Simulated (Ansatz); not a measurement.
Reaction (formal exchange of groups at the Si–C bond): `BN[SiH2]C=C` + `C=NCO` → `BN[SiH2]CO` + `C=CN=C`

Gas-phase electronic energies from Ansatz, PBE0-D4/def2-TZVP geometries. CCSD(T)/CBS adds triple-zeta CCSD(T) − MP2 to the extrapolated MP2 energy (def2 sets, frozen cores). Functionals use def2-TZVPP. B3LYP here is the variant with VWN-RPA as its local correlation; programs differ in this. Each species was taken in one conformer, which may not be the lowest.

(1) Is it downhill or uphill in electronic energy at CCSD(T)/CBS, and by how much? (Estimate.)

(2) What do these levels give: PBE0-D4, B3LYP-D4, ωB97M-V, B3LYP, SCS-MP2/def2-TZVPP, MP2/CBS(def2)? (Best estimate.)

Largest T1 diagnostic among the species: 0.012.

## Answers

(1) The calculation gave: Uphill: ΔE = +20.4 kJ/mol.

(2) The calculation gave: PBE0-D4 13.9, B3LYP-D4 13.1, ωB97M-V 19.7, B3LYP 13.0, SCS-MP2/def2-TZVPP 23.4, MP2/CBS(def2) 20.7 kJ/mol.

In def2-TZVPP, CCSD(T) changes the Hartree–Fock value by −5.7 kJ/mol (the triples alone add −1.8 kJ/mol) and MP2 by −5.5 kJ/mol. From PBE to PBE0 (25 % exact exchange), in def2-TZVPP and without D4, ΔE moves by +5.3 kJ/mol.
